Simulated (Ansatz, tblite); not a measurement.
Spin states of Te₄Pb₂⁺ (the lowest doublet isomer of a short search), each relaxed with PBE-D4/def2-SVP in Ansatz. Electronic energies in the gas phase.

In the def2 sets Pb, Te take a core potential; there is no spin–orbit coupling. The xTB rows come from tblite. HSE06 is defined as in plane-wave codes, on full-range PBE exchange. Correlated methods freeze 24 core orbitals; core or outer-core shells of Pb, Te are correlated, in sets that lack core-valence functions. The structure comes from a short search, and lower isomers may exist.

Doublet geometry (C2 within 0.1 Å):

```xyz
6

Pb    1.9554    0.2455   -1.2511
Pb   -0.6124    0.6056    2.1696
Te   -2.2714    0.4200   -0.3478
Te   -0.2604    2.3171   -0.3218
Te    1.3173   -1.6473    1.0447
Te   -0.1285   -1.9408   -1.2936
```

Quartet geometry:

```xyz
6

Pb   -1.425   -1.158   -1.271
Pb    1.928    1.395   -0.977
Te    0.337    1.170    1.686
Te   -1.066    1.906   -0.595
Te    1.553   -1.551   -0.496
Te   -1.328   -1.762    1.653
```

⟨S²⟩: doublet 0.76 at PBE0-D4/def2-TZVP (pure 0.75), quartet 3.77 at PBE0-D4/def2-TZVP (pure 3.75).

Only these spin states were relaxed. The quartet has other bonds than the doublet, so the gap mixes isomer and spin.

| level | quartet − doublet (kcal/mol) | lowest of these |
| --- | --- | --- |
| GFN1-xTB | 59.1 | doublet |
| GFN2-xTB | 50.4 | doublet |
| PBE0-D4/def2-TZVP | 36.1 | doublet |
| HSE06-D4/def2-TZVP | 35.9 | doublet |
| MP2/def2-TZVP | 42.1 | doublet |

Estimate the rows for HF/def2-TZVP, PBE-D4/def2-TZVP, revPBE-D4/def2-TZVP, r2SCAN-D4/def2-TZVP.


```tsv
level	quartet − doublet (kcal/mol)	lowest of these
HF/def2-TZVP	18.6	doublet
PBE-D4/def2-TZVP	36.3	doublet
revPBE-D4/def2-TZVP	34.8	doublet
r2SCAN-D4/def2-TZVP	34.6	doublet
```

The xTB methods have no term that favours high spin, so they put low spin too low.
